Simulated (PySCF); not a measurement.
Precursor series metal swap MX4 OH. All species are isolated molecules in the gas phase. One relaxed conformer stands for each flexible species; it need not be the lowest.

Calculation: PySCF with B3LYP-D3(BJ)/def2-TZVP // BP86-D3(BJ)/def2-SVP. All candidates: neutral, multiplicity 1. B3LYP has the VWN-RPA correlation part, as in Gaussian. 

```yaml
LUMO: -0.23 eV
HOMO: -8.12 eV
HOMO–LUMO gap: 7.89 eV
```

Q: Identify which member has these values.
A. [Nb(=O)(OH)3]
B. [Mo(=O)(OH)4]
C. [Hf(OH)4]
D. [Ta(=O)(OH)3]

A: C, [Hf(OH)4]. The others give [Mo(=O)(OH)4]: -4.15 eV, -8.96 eV, 4.81 eV; [Ta(=O)(OH)3]: -0.70 eV, -8.96 eV, 8.26 eV; [Nb(=O)(OH)3]: -1.22 eV, -9.03 eV, 7.81 eV
